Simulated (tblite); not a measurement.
A geometry optimisation, step by step.

Species: C₃H₇BFN.
Bonds: N1–B2, B2–F3, B2–C4, C4–C5, C5–C6, C4–C6. Hydrogens: H7, H8 on N1; H9 on C4; H10, H11 on C5; H12, H13 on C6.

Computed with GFN2-xTB (tblite), gas phase: L-BFGS steps from a force-field or distance-geometry start until the largest atomic force falls under 0.01 eV/Å. 5 of its 120 geometries are shown.

Step 0: E = -513.5950 eV, largest atomic force 2.763 eV/Å
```
atom  x, y, z in Å  |  force x, y, z in eV/Å
N1      2.013   -0.902   -0.134   -0.236   2.235  -0.274
B2      1.067    0.271   -0.432    1.279   0.316  -0.497
F3      1.619    1.596   -0.579   -1.004  -2.547   0.372
C4     -0.491    0.018   -0.624    0.129   0.186   0.926
C5     -1.190   -0.603    0.598   -0.327   0.654  -0.657
C6     -1.404    0.865    0.253    0.026  -0.500   0.197
H7      2.506   -0.672    0.752   -0.207  -0.351  -0.857
H8      2.725   -0.911   -0.890   -0.455  -0.092   0.823
H9     -0.905   -0.294   -1.597    0.401   0.255   0.584
H10    -2.066   -1.244    0.349    1.091   0.256   0.666
H11    -0.575   -0.766    1.499   -0.683  -0.383  -0.788
H12    -2.396    1.081   -0.189    0.880   0.381   0.632
H13    -0.906    1.562    0.976   -0.895  -0.409  -1.125
```

Step 30: E = -514.8006 eV, largest atomic force 1.038 eV/Å
```
atom  x, y, z in Å  |  force x, y, z in eV/Å
N1      2.212   -0.544   -0.089   -0.067  -0.799   0.125
B2      1.145    0.271   -0.461    0.166   0.064  -0.077
F3      1.524    1.281   -1.276    0.026   0.040   0.016
C4     -0.402    0.064   -0.363    0.011  -0.080  -0.093
C5     -1.280   -0.570    0.669    0.077  -0.021  -0.005
C6     -1.467    0.876    0.327    0.059  -0.030   0.001
H7      2.232   -1.410    0.464   -0.226   0.883  -0.497
H8      3.034   -0.427   -0.662    0.177   0.022   0.383
H9     -0.702   -0.235   -1.364   -0.084   0.078  -0.233
H10    -1.967   -1.308    0.283   -0.171   0.071   0.277
H11    -0.860   -0.791    1.636   -0.001  -0.121   0.084
H12    -2.330    1.193   -0.243    0.067  -0.078   0.067
H13    -1.144    1.599    1.063   -0.034  -0.030  -0.049
```

Step 60: E = -515.0479 eV, largest atomic force 0.054 eV/Å
```
atom  x, y, z in Å  |  force x, y, z in eV/Å
N1      2.047   -0.528   -0.065    0.029  -0.025   0.016
B2      1.089    0.299   -0.631   -0.011  -0.035  -0.039
F3      1.530    1.387   -1.284    0.035  -0.039   0.012
C4     -0.460    0.014   -0.572   -0.021  -0.032   0.013
C5     -1.128   -0.604    0.625   -0.006   0.013   0.038
C6     -1.361    0.839    0.311   -0.015   0.015   0.024
H7      1.829   -1.381    0.419   -0.002   0.050  -0.012
H8      3.034   -0.345   -0.130   -0.030   0.022   0.003
H9     -0.901   -0.262   -1.525    0.002   0.045  -0.023
H10    -1.937   -1.302    0.465    0.028   0.022  -0.010
H11    -0.523   -0.835    1.490    0.013  -0.020  -0.014
H12    -2.324    1.142   -0.069   -0.015  -0.015  -0.015
H13    -0.899    1.578    0.948   -0.008  -0.001   0.007
```

Step 89: E = -515.0885 eV, largest atomic force 0.513 eV/Å
```
atom  x, y, z in Å  |  force x, y, z in eV/Å
N1      1.978   -0.287    0.147   -0.220   0.109  -0.105
B2      1.047    0.171   -0.792    0.336   0.005   0.048
F3      1.542    0.821   -1.875   -0.066  -0.292   0.353
C4     -0.506    0.030   -0.662   -0.070   0.132  -0.064
C5     -1.169   -0.730    0.456    0.022   0.069   0.107
C6     -1.216    0.763    0.460    0.044  -0.096   0.028
H7      1.760   -0.757    1.018    0.076   0.213  -0.461
H8      2.963   -0.131   -0.002   -0.084  -0.056   0.102
H9     -1.055    0.056   -1.603    0.099  -0.084   0.130
H10    -2.071   -1.283    0.238    0.040   0.054   0.004
H11    -0.534   -1.211    1.194   -0.128   0.049  -0.165
H12    -2.140    1.271    0.223    0.015  -0.076   0.049
H13    -0.603    1.288    1.180   -0.066  -0.027  -0.026
```

Step 119: E = -515.1346 eV, largest atomic force 0.009 eV/Å
```
atom  x, y, z in Å  |  force x, y, z in eV/Å
N1      1.956   -0.078    0.202   -0.002   0.004  -0.008
B2      1.051    0.100   -0.836    0.000  -0.006   0.000
F3      1.571    0.270   -2.063    0.002   0.000   0.003
C4     -0.505    0.112   -0.666    0.002   0.000   0.001
C5     -1.195   -0.775    0.347    0.000   0.001  -0.003
C6     -1.161    0.696    0.565   -0.001   0.001   0.000
H7      1.694   -0.212    1.161   -0.003  -0.003   0.004
H8      2.950   -0.081    0.050   -0.001   0.002  -0.001
H9     -1.062    0.260   -1.585    0.003   0.000   0.001
H10    -2.130   -1.233    0.062   -0.002  -0.002   0.002
H11    -0.579   -1.404    0.972    0.002   0.000   0.000
H12    -2.073    1.258    0.432   -0.002   0.003   0.001
H13    -0.521    1.089    1.341    0.001  -0.002   0.001
```

**Question.** Summarise the path.

**Answer.** The energy falls by 148.55 kJ/mol from step 0 to step 119; nine tenths of that is first reached at step 36. It rises by more than 0.2 meV at steps 20, 86, 89 and 105. The largest force goes from 2.763 to 0.009 eV/Å. Among the bonds N1–B2 changes most, from 1.536 to 1.388 Å; the atoms move by 0.875 Å rms after alignment.

The cost below is that of the whole relaxation. On Arm Neoverse N1, one thread (shared host), this took 0.79 s.
